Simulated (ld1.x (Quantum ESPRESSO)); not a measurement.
**Transferability test, TM potential for titanium (Ti)**

Ti, norm-conserving Troullier–Martins (Kleinman–Bylander form), made with ld1.x (Quantum ESPRESSO) 7.5 (PBEsol, scalar-relativistic). Core [Ne], reference 3s2 3p6 3d2 4s2 4p0. Waves: 3p (bound): rc 1.15 bohr; 3d (bound): rc 2.15 bohr; 4f channel at 0.35 Ry: rc 2.25 bohr; 3s (bound): rc 1.30 bohr. Local part: the s channel. Core correction: none.

Occupied shells without a wave of their own: 4s. They enter only through the test configuration that unscreens the potential.

Energies are relative to the spin-unpolarised reference configuration 3s2 3p6 3d2 4s2 4p0; without spin polarisation the order of configurations can differ from experiment. The frozen-core shift is the all-electron ΔE with the core orbitals held at their reference shape minus the fully relaxed ΔE.

**Question.** Give the all-electron excitation energy and the error of the potential for: 3s2 3p6 3d2 4s1 4p0; 3s2 3p6 3d2 4s0 4p0; 3s2 3p6 3d1 4s0 4p0; 3s2 3p6 3d2 4s1.5 4p0; 3s2 3p6 3d2 4s0 4p1; 3s2 3p6 3d0 4s0 4p0; 3s2 3p6 3d1 4s2 4p0.

**Answer.**

| valence configuration | charge | ΔE all-electron (eV) | error AE − PS (meV) | frozen-core shift (meV) |
| --- | --- | --- | --- | --- |
| 3s2 3p6 3d2 4s1 4p0 | +1 | 7.359 | -231 | +0.5 |
| 3s2 3p6 3d2 4s0 4p0 | +2 | 20.830 | -610 | +1.3 |
| 3s2 3p6 3d1 4s0 4p0 | +3 | 47.726 | -881 | -1.4 |
| 3s2 3p6 3d2 4s1.5 4p0 | +0.5 | 2.944 | -101 | +0.2 |
| 3s2 3p6 3d2 4s0 4p1 | +1 | 11.138 | -444 | +0.6 |
| 3s2 3p6 3d0 4s0 4p0 | +4 | 90.970 | -614 | -3.0 |
| 3s2 3p6 3d1 4s2 4p0 | +1 | 9.763 | +106 | -2.2 |

Levels in the configuration 3s2 3p6 3d2 4s0 4p0:

```
level  all-electron (eV)  pseudo (eV)
   3s            -78.326      -78.763
   3p            -54.639      -55.054
   3d            -19.623      -19.977
```

The 4s level has no wave, so the channel is fitted at the deeper level alone: the likely source of the large errors. A variational frozen-core shift is positive and of second order in the change. This column holds negative values, so the frozen-core run of ld1.x carries numerical noise or an error of first order here, and the column gives no more than the rough size of the effect.

Note: ghost state, extra bound levels that the all-electron valence spectrum of the same l lacks: f at -337.1 eV. A true bound ghost makes a file unfit for plane-wave use.
